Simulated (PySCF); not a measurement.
Rows and methods have been separated. Pair them.

Species: C2H4BNO2.
Geometry (PBE0-D3(BJ)/def2-SVP, Å), atoms numbered from 1 in this order:
```
atom  x, y, z in Å
O1    -1.536   -0.658   -0.801
B2    -0.634   -0.172    0.100
O3    -0.929    0.151    1.391
C4     0.834    0.043   -0.390
C5     1.740    0.974    0.278
N6     1.982   -0.192    0.634
H7    -2.431   -0.772   -0.471
H8    -1.831   -0.030    1.670
H9     1.080   -0.257   -1.418
H10    2.093    1.993    0.457
```

The closed-shell ground state was solved 7 times with PySCF (density fitting, gas phase), always in the pcSseg-2 basis (272 functions), with these functionals: B97-2, BHandHLYP, BLYP, CAM-B3LYP, LC-wPBE, mPW1PW91 and wB97X-D.

```csv
row,total energy (Eh),HOMO (eV),LUMO (eV),dipole (D)
P,-308.7587,-6.30,-1.46,3.20
Q,-308.6579,-8.94,0.42,3.38
R,-308.7238,-9.61,1.48,3.34
S,-308.7157,-7.49,-0.49,3.24
T,-308.7457,-7.78,-0.45,3.27
U,-308.6301,-10.49,1.80,3.41
V,-308.7026,-9.12,0.55,3.37
```

**Question.** Which functional belongs to which row?

**Answer.** P = BLYP, Q = BHandHLYP, R = wB97X-D, S = B97-2, T = mPW1PW91, U = LC-wPBE, V = CAM-B3LYP. By rising HOMO–LUMO gap: BLYP (GGA) 4.84 eV; B97-2 (global hybrid, 21 % exact exchange) 7.00 eV; mPW1PW91 (global hybrid, 25 % exact exchange) 7.33 eV; BHandHLYP (global hybrid, 50 % exact exchange) 9.36 eV; CAM-B3LYP (range-separated hybrid) 9.67 eV; wB97X-D (range-separated hybrid) 11.09 eV; LC-wPBE (range-separated hybrid) 12.29 eV. Total energies of different functionals aren't bounds to one another; each is stationary for its own functional.

One conformer stands for the species.

wB97X-D is run here without its empirical dispersion term; that term would change no orbital, density or response property at a fixed geometry.
